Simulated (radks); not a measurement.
Problem. Neutral helium, [He]. Method: non-relativistic Kohn-Sham, exchange-only B88, spin-polarised, spherical densities, point nucleus; computed with a radial shooting solver on a logarithmic mesh with Libxc functionals. Every spin shell is full or empty, so the densities are truly spherical. Functionals are evaluated on that one density, not self-consistently. Rank these exchange functionals by their error against the exact value of the orbitals, and give that value: LDA, PBE, PBEsol, PW91, WC, G96, TPSS, r2SCAN.

Solution. Exact: -1.01216 hartree. From best to worst, with 100 (|E| - |E exact|)/|E exact| (equal figures are ties): PW91 -0.43, G96 +0.65, TPSS +0.70, r2SCAN +0.72, PBE -0.74, WC -2.88, PBEsol -5.29, LDA -13.60.
